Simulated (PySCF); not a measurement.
C₂H₄N₂OSi, SMILES N#C/N=C/O[SiH3]. Atoms are numbered in the order given.

```xyz
10

N     -0.4037     3.3260     0.0000
C     -0.2295     2.1593     0.0000
N     -0.1586     0.8301     0.0000
C      0.9637     0.1859     0.0000
O      0.9826    -1.1341     0.0000
Si    -0.5442    -1.9989     0.0000
H      1.9704     0.6541     0.0000
H     -1.3025    -1.6703    -1.2463
H     -1.3025    -1.6703     1.2463
H     -0.0777    -3.4191     0.0000
```
Charge 0, spin multiplicity 1.

Coordinates come from a PBE-D3(BJ)/def2-SVP optimisation. The structure was generated by enumeration; whether it is a known compound was not checked. The values are those of a single conformer.

Two levels are set side by side: PBE/pcSseg-1 (PySCF) and HF/pcSseg-1 (PySCF). GIAO shifts against H2O (¹⁷O), NH3 (¹⁵N), TMS (²⁹Si), TMS (¹H), TMS (¹³C) at the same level; non-relativistic, no solvent, atoms listed together averaged. Differences are taken from unrounded values.

```
quantity                 HF
--------------------  -----
δ(¹⁵N) of N1 (ppm)    286.8
δ(¹³C) of C2 (ppm)    118.1
δ(¹⁵N) of N3 (ppm)    225.5
δ(¹³C) of C4 (ppm)    186.1
δ(¹⁷O) of O5 (ppm)    152.5
δ(²⁹Si) of Si6 (ppm)  -29.4
δ(¹H) of H7 (ppm)      8.52
```

Q: What does PBE give, and how far is it from HF? (The exact figures need the calculation; the answer reports its results.)

A: 
```tsv
quantity	PBE	PBE minus HF
δ(¹⁵N) of N1 (ppm)	294.7	7.9
δ(¹³C) of C2 (ppm)	117.7	-0.4
δ(¹⁵N) of N3 (ppm)	246.9	21.4
δ(¹³C) of C4 (ppm)	174.6	-11.6
δ(¹⁷O) of O5 (ppm)	202.3	49.7
δ(²⁹Si) of Si6 (ppm)	-24.6	4.8
δ(¹H) of H7 (ppm)	8.57	0.05
```

Rough cost on one machine, each run with all the roots and properties that it gave: HF against PBE within a factor of 2.
